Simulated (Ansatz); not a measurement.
Program: Ansatz. Geometries: PBE0-D4/def2-TZVP. ΔE: electronic, gas phase. CCSD(T)/CBS is the MP2 limit (def2-TZVPP, def2-QZVPP) plus CCSD(T) − MP2 in def2-TZVPP, frozen cores. This one scheme is used for every species. Functionals use def2-TZVPP. One conformer a species, not always the lowest.

Reaction (substitution at a C–O bond): `COc1ccccc1` + CH₃SH → `CSc1ccccc1` + CH₃OH

`COc1ccccc1`:

Cartesian coordinates in Å:
```
C -2.262 -1.347 0.447
O -1.215 -0.766 1.182
C -0.224 -0.154 0.494
C -0.174 -0.062 -0.893
C 0.894 0.591 -1.497
C 1.906 1.152 -0.740
C 1.847 1.055 0.646
C 0.794 0.409 1.262
H -2.944 -1.780 1.177
H -1.897 -2.139 -0.217
H -2.800 -0.600 -0.148
H -0.953 -0.492 -1.508
H 0.925 0.658 -2.579
H 2.734 1.659 -1.220
H 2.633 1.490 1.254
H 0.734 0.326 2.340
```

CH₃SH:

```xyz
6

C    -0.447   -0.061   -0.194
S     1.232   -0.562    0.242
H    -1.041    0.163    0.692
H    -0.895   -0.913   -0.705
H    -0.447    0.790   -0.874
H     1.597    0.583    0.839
```

`CSc1ccccc1`:

Z-matrix (Å, degrees):
```
C
S 1 1.790
H 1 1.091 2 111.7
H 1 1.090 2 105.6 3 118.1
H 1 1.091 2 111.6 3 -123.9
C 2 1.753 1 103.4 3 61.9
C 6 1.392 2 124.5 1 -0.0
C 6 1.397 2 116.5 1 -180.0
C 7 1.388 6 120.1 2 -180.0
H 7 1.082 6 120.7 2 0.0
C 8 1.382 6 120.4 2 180.0
H 8 1.085 6 119.5 2 -0.0
C 9 1.384 7 120.8 6 -0.0
H 9 1.084 7 119.1 6 -180.0
H 11 1.084 8 119.4 6 180.0
H 13 1.083 9 120.4 7 180.0
```

CH₃OH:

Cartesian coordinates in Å:
```
C -0.270 0.126 0.195
O 0.359 -0.619 -0.822
H -1.342 -0.060 0.110
H -0.102 1.205 0.088
H 0.050 -0.182 1.198
H 1.305 -0.469 -0.769
```

```
          level  ΔE (kJ/mol)
        PBE0-D4        -14.9
CCSD/def2-TZVPP        -11.2
```

(1) What does CCSD(T)/CBS give? (Estimate.)

Largest T1 diagnostic among the species: 0.011.

Answers

(1) Ansatz gave: -19.3 kJ/mol. The listed levels differ from it by 4.4, 8.1 kJ/mol.

In def2-TZVPP, CCSD(T) changes the Hartree–Fock value by −14.8 kJ/mol (the triples alone add −2.9 kJ/mol) and MP2 by −26.1 kJ/mol. The D4 term adds −6.1 kJ/mol with B3LYP and −3.4 kJ/mol with PBE0; it sums over pairs of atoms, weighted by their polarisabilities, and B3LYP, whose exchange is more repulsive, gets the larger term.

B3LYP here is the variant with VWN-RPA as its local correlation; programs differ in this.
